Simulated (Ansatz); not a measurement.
Isolated molecules relaxed with PBE0-D4/def2-TZVP in Ansatz; ΔE leaves out vibrations. CCSD(T)/CBS adds triple-zeta CCSD(T) − MP2 to the extrapolated MP2 energy (def2 sets, frozen cores). This one scheme is used for every species. Functionals use def2-TZVPP. B3LYP here is the variant with VWN-RPA as its local correlation; programs differ in this. For Ga, Se outer-core shells are correlated without core-valence functions, which leaves a few kJ/mol of doubt a bond. Scalar relativity is left out up to krypton. Each species was taken in one conformer, which may not be the lowest.

`[OH][Ga]([OH])[SeH]` + H₂O → `[OH][Ga]([OH])[OH]` + H₂Se  (formal hydrolysis of a Ga–Se bond)

```tsv
level	ΔE (kcal/mol)	difference from CCSD(T)/CBS
PBE-D4	12.3	0.5
BLYP-D4	10.7	-1.1
r2SCAN-D4	11.2	-0.6
PBE0-D4	12.8	1.0
B3LYP-D4	11.2	-0.6
BHLYP-D4	11.7	-0.1
ωB97M-V	10.9	-0.9
PBE0	12.2	0.4
B3LYP	10.1	-1.7
r2SCAN0	11.8	0.0
LC-ωPBE	9.9	-1.9
RPA@PBE/def2-TZVPP	9.2	-2.6
CCSD/def2-SVP	6.8	-5.0
MP2/def2-QZVPP	11.6	-0.2
SCS-MP2/def2-QZVPP	10.2	-1.6
HF/CBS(def2)	9.2	-2.6
CCSD(T)/CBS	11.8	0
```

Largest T1 diagnostic among the species: 0.014.

At CCSD(T), def2-SVP lies −4.7 kcal/mol from the extrapolated value and def2-TZVPP −1.6 kcal/mol. Leaving LDA and LC-ωPBE aside and taking each functional with its dispersion term where it has one, the values, not all of them listed here, spread over 3.3 kcal/mol, from CAM-B3LYP-D4 to HSE06-D4.
